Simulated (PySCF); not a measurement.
# Bonding in `CS[C@@H]1[SiH2]C=C[SiH2][C@H]1F`

Compound: C5H11FSSi2.
SMILES with atom numbers: `[CH3:1][S:2][C@@H:3]1[SiH2:4][CH:5]=[CH:6][SiH2:7][C@H:8]1[F:9]` (hydrogens: H10, H11, H12 on C1; H13 on C3; H14, H15 on Si4; H16 on C5; H17 on C6; H18, H19 on Si7; H20 on C8)

Cartesian coordinates in Å at the GFN2-xTB level; atoms count from 1:
```
atom  x, y, z in Å
C1     3.1001    1.1197   -0.6497
S2     2.2932   -0.5091   -0.6334
C3     0.6384   -0.0750    0.0406
Si4    0.0395   -1.6668    0.9061
C5    -1.7992   -1.5067    1.2805
C6    -2.6056   -0.5569    0.8062
Si7   -2.0566    0.8579   -0.3042
C8    -0.3244    0.4157   -1.0132
F9     0.1597    1.5834   -1.6172
H10    2.5499    1.7942   -1.2974
H11    4.1018    0.9623   -1.0365
H12    3.1481    1.5092    0.3642
H13    0.8194    0.7180    0.7684
H14    0.2566   -2.8128    0.0183
H15    0.8131   -1.8113    2.1431
H16   -2.2157   -2.2740    1.9240
H17   -3.6541   -0.5715    1.0847
H18   -2.9782    1.0509   -1.4269
H19   -1.9090    2.0970    0.4686
H20   -0.3821   -0.3135   -1.8292
```

Bond orders from the PBE0/pcSseg-1 density (PySCF). Isolated species at its GFN2-xTB geometry (one conformer only).

Q: Where do the orders between heavy atoms depart from those drawn in the SMILES?

A: The largest departure is 0.184, at C8–F9 (drawn single, 0.816). Drawn single, order below 0.88: C3–Si4 (0.823), Si7–C8 (0.856) and C8–F9 (0.816).

Q: Set the Mayer orders of the bonds between heavy atoms beside their lengths.

A: 
```json
{"bond": "C1–S2", "drawn as": "single", "length (Å)": "1.818", "Mayer order": "0.988"}
{"bond": "S2–C3", "drawn as": "single", "length (Å)": "1.839", "Mayer order": "1.020"}
{"bond": "C3–Si4", "drawn as": "single", "length (Å)": "1.908", "Mayer order": "0.823"}
{"bond": "Si4–C5", "drawn as": "single", "length (Å)": "1.883", "Mayer order": "0.881"}
{"bond": "C5–C6", "drawn as": "double", "length (Å)": "1.333", "Mayer order": "1.947"}
{"bond": "C6–Si7", "drawn as": "single", "length (Å)": "1.881", "Mayer order": "0.885"}
{"bond": "Si7–C8", "drawn as": "single", "length (Å)": "1.923", "Mayer order": "0.856"}
{"bond": "C8–F9", "drawn as": "single", "length (Å)": "1.401", "Mayer order": "0.816"}
{"bond": "C8–C3", "drawn as": "single", "length (Å)": "1.509", "Mayer order": "0.970"}
```

Bonds between the same two heavy elements. C–S: lowest C1–S2 (0.988, 1.818 Å), highest S2–C3 (1.020, 1.839 Å); in 1 of the 1 pairs the longer bond (by over 0.003 Å) has the higher order (by 0.02 or more). C–Si: lowest C3–Si4 (0.823, 1.908 Å), highest C6–Si7 (0.885, 1.881 Å); in 1 of the 6 pairs the longer bond (by over 0.003 Å) has the higher order (by 0.02 or more). C–C: lowest C8–C3 (0.970, 1.509 Å), highest C5–C6 (1.947, 1.333 Å).

Q: And the bonds to hydrogen?

A: C–H: 0.91 to 0.96 (7 bonds); H–Si: 0.95 (4 bonds).

Q: Sum the orders of all bonds at each heavy atom with more than one neighbour and set the sums beside the valence in the SMILES.

A: C1 3.842 (drawn 4), S2 2.008 (drawn 2), C3 3.723 (drawn 4), Si4 3.602 (drawn 4), C5 3.766 (drawn 4), C6 3.770 (drawn 4), Si7 3.641 (drawn 4), C8 3.571 (drawn 4). Orders between atoms that aren't bonded are not in these sums.

The Mayer order sums products of elements of PS (density times overlap matrix) between the two atoms' basis functions, so it depends on the basis set.
